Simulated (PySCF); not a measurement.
Ionisation of vinyl bromide

System: vinyl bromide, `C=CBr` (C2H3Br). Atom numbers as in the mapped SMILES `[CH2:1]=[CH:2][Br:3]`.

Computed at ωB97X-D3(BJ)/ma-def2-TZVP // PBE0-D3(BJ)/def2-SVP with PySCF (density fitting, grid level 2). ωB97X-D3(BJ) is ωB97X-V with D3(BJ) in place of VV10. Thermal corrections: PBE0-D3(BJ)/def2-SVP frequencies, unscaled, ideal gas at 298.15 K and 1 bar, quasi-RRHO entropy.

Frontier levels of the parent: HOMO -9.79 eV, LUMO 1.26 eV.

Oxidation to the radical cation:
| Item | Value |
| --- | --- |
| Vertical ionisation energy (electronic) | 9.86 eV |
| Adiabatic ionisation energy (with zero-point energy) | 9.68 eV |
| Adiabatic, electronic part | 9.70 eV |
| Vertical gap at the product's structure | 9.50 eV |
| Inner reorganisation energy (four-point) | 363 meV |
| Relaxation of product / of parent | 159 / 204 meV |
| ⟨S²⟩ of the product | 0.764 |
| Largest spin populations | C1 0.51, Br3 0.41, C2 0.11 |
| Largest changes of atomic charge | Br3 0.49, C1 0.24 |
| Distances that move most (Å) | C2–Br3 1.880 → 1.799; C1–C2 1.328 → 1.387 |
| Potential in dichloromethane | 7.34 V absolute, 2.64 V against Fc+/Fc computed at 4.70 V (solvation -8 → -232 kJ/mol) |

Solvents are IEF-PCM continua (electrostatics only, gas-phase structures); absolute potentials refer to an electron at rest in vacuum. Fc+/Fc in dichloromethane, 4.70 V, is ωB97X-D3(BJ)/ma-def2-TZVP on PBE0-D3(BJ)/def2-SVP structures with GFN2-xTB thermal terms. Benchmark calculations put it near 5.0 V in acetonitrile and DMSO, so it is about 0.3 V low, and the value against it can read up to that much too high.

Measured values (NIST Chemistry WebBook, evaluated or the median of agreeing entries): vertical ionisation energy 9.90 eV (computed 9.86, difference -0.04); adiabatic ionisation energy 9.82 eV (computed 9.68, difference -0.14).

Caveats: spin-orbit coupling is left out of the energies, which matters for open shells on the heavier atoms; atoms from Ga to Kr are treated without relativity.

Hardware: 1 thread of Arm Neoverse V1, shared with other jobs. Command: `OMP_NUM_THREADS=1 python redox_run.py task.json out`. Structures, frequencies and single points: 2.6 min.
